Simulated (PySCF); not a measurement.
Ge(F)(OSiH3)3, SMILES [F][Ge]([O][SiH3])([O][SiH3])[O][SiH3], GFN2-xTB optimised geometry.

```
17

F     -2.51    -0.67    -3.55
Ge    -0.92    -1.06    -3.03
O     -0.98    -1.03    -1.34
Si    -0.45    -0.26     0.00
O     -0.54    -2.59    -3.60
Si    -0.87    -4.16    -3.24
O      0.12     0.09    -3.69
Si     0.49     1.68    -3.54
H     -1.02    -1.11     1.04
H     -0.96     1.11     0.00
H      1.02    -0.26     0.00
H     -2.29    -4.42    -3.45
H      0.00    -4.81    -4.22
H     -0.48    -4.44    -1.86
H      1.46     1.80    -4.63
H      1.06     1.90    -2.21
H     -0.71     2.48    -3.73
```

Density from B3LYP/def2-SVP in PySCF at that geometry.

Minimum of the electron density along straight lines between bonded atoms, close to the bond critical point (lines longer than 1.1 times the sum of covalent radii, or with two minima, are not listed):

| bond | length / Å | ρ at the minimum / e bohr⁻³ | ∇²ρ there / e bohr⁻⁵ | position (fraction from the first atom) |
|---|---|---|---|---|
| F1–Ge2 | 1.722 | ? | ? | 0.52 |
| Ge2–O3 | 1.688 | 0.164 | 0.98 | 0.48 |
| O3–Si4 | 1.636 | 0.122 | 1.03 | 0.59 |
| Ge2–O5 | 1.679 | 0.168 | 1.01 | 0.48 |
| O5–Si6 | 1.644 | 0.120 | 0.98 | 0.59 |
| Ge2–O7 | 1.684 | 0.166 | 0.99 | 0.48 |
| O7–Si8 | 1.640 | 0.121 | 1.00 | 0.59 |
| Si4–H9 | 1.460 | 0.120 | 0.34 | 0.49 |
| Si4–H10 | 1.465 | 0.119 | 0.32 | 0.49 |
| Si4–H11 | 1.466 | 0.119 | 0.33 | 0.49 |
| Si6–H12 | 1.463 | 0.119 | 0.33 | 0.49 |
| Si6–H13 | 1.460 | 0.120 | 0.34 | 0.49 |
| Si6–H14 | 1.465 | 0.119 | 0.32 | 0.49 |
| Si8–H15 | 1.460 | 0.120 | 0.34 | 0.49 |
| Si8–H16 | 1.468 | 0.118 | 0.33 | 0.49 |
| Si8–H17 | 1.464 | 0.120 | 0.32 | 0.49 |

Task: Some entries are withheld; supply them.

Result: 
- F1–Ge2, ρ at the minimum / e bohr⁻³: 0.139
- F1–Ge2, ∇²ρ there / e bohr⁻⁵: 0.89
